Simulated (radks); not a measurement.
The potassium ion K2+, configuration [Ne] 3s2 3p5.

Calculated with a radial shooting solver on a logarithmic mesh with Libxc functionals: scalar-relativistic Kohn-Sham, PBEsol, spin-polarised, spherical densities, point nucleus; open shells are filled with parallel spins first.

Energy parts (Ry):
| part | energy |
|---|---|
| total | -1199.93872 |
| kinetic | 1207.04786 |
| electron-nucleus | -2830.45055 |
| Hartree | 487.31027 |
| exchange-correlation | -63.84631 |

Orbitals (lengths in bohr, moments of r in powers of bohr; <r^-3> diverges for s and p1/2; r(max) is where P^2 peaks):
| orbital | occ. | eigenvalue (Ry) | r(max) | <r^-3> | <r^4> |
|---|---|---|---|---|---|
| 1s up | 1 | -260.2725 | 0.05307 | - | 0.0002021 |
| 1s down | 1 | -260.2529 | 0.05307 | - | 0.0002020 |
| 2s up | 1 | -27.65211 | 0.3184 | - | 0.05679 |
| 2s down | 1 | -27.63436 | 0.3184 | - | 0.05665 |
| 2p up | 3 | -22.29838 | 0.2625 | 154.9 | 0.04877 |
| 2p down | 3 | -22.27367 | 0.2627 | 154.9 | 0.04863 |
| 3s up | 1 | -4.17342 | 1.065 | - | 4.919 |
| 3s down | 1 | -4.08047 | 1.066 | - | 5.011 |
| 3p up | 3 | -2.91793 | 1.129 | 16.18 | 7.820 |
| 3p down | 2 | -2.83016 | 1.132 | 16.02 | 8.102 |
| 3d up | 0 | -1.15704 | 1.329 | 0.9394 | 36.32 |
| 3d down | 0 | -1.09156 | 1.351 | 0.8988 | 41.92 |

The highest occupied level is 3p down at -38.506 eV. Spin moment in Bohr magnetons: 1.

Run on one thread of a shared host, so times are rough (Arm Neoverse N1): 0.18 s of CPU time, 0.18 s wall, 14 iterations on 2486 mesh points.
